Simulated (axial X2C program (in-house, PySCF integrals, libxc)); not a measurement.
**Worked dissociation energy of InI: CCSD(T), with spin–orbit coupling**

Computed with an in-house all-electron X2C program for linear molecules (integrals from PySCF). Two-component (2c) means X2C with spin–orbit coupling and atomic mean-field two-electron Coulomb and Gaunt terms. Basis: I dyall-cv3z [11s12p8d4f1g], In dyall-cv3z [11s12p9d4f1g] (cores contracted in-house); Gaussian nuclei, density fitting, unrestricted open shells. Masses: I 126.904 u, In 114.904 u.

Molecular state: Ω = 0 (closed shell).

Correlated methods: 10 electrons correlated (number of frozen shells: I 4 s, 3 p, 2 d; In 4 s, 3 p, 2 d), 308 virtual spin orbitals or spinors in MP2, 90 natural virtuals in coupled cluster.

| Property | Result |
| --- | --- |
| E(I) (2M_J = 3) | -7109.927850 hartree |
| E(In) (2M_J = 1) | -5875.898000 hartree |
| E(InI) at Re | -12985.939085 hartree |
| ωe | 172.5 cm⁻¹ |
| ωexe | 0.327 cm⁻¹ |

Problem. Work out De and D0.

Solution. De = -7109.927850 + (-5875.898000) − (-12985.939085) = 0.11323 hartree = 3.081 eV. The zero-point energy is ωe/2 − ωexe/4 = 86 cm⁻¹ = 0.011 eV, so D0 = 3.071 eV.

The state is a single determinant with fixed occupations, the lowest that a limited PBE0 search found. Closed shells are restricted here (equal orbitals for both partners); the stretched side of such a curve lies too high. De is counted from the lowest determinant-based energies of the atoms at the same level, without counterpoise correction. CCSD and (T) use frozen natural virtuals with an MP2 correction for the truncation; (T) itself is uncorrected, so its De runs slightly low. With the outer-core shells frozen, correlated bond lengths of heavy atoms tend to come out a few hundredths of an ångström too long.

Each atomic determinant is the lowest at this level and need not be a pure J level. Totals compare only within one Hamiltonian and basis.
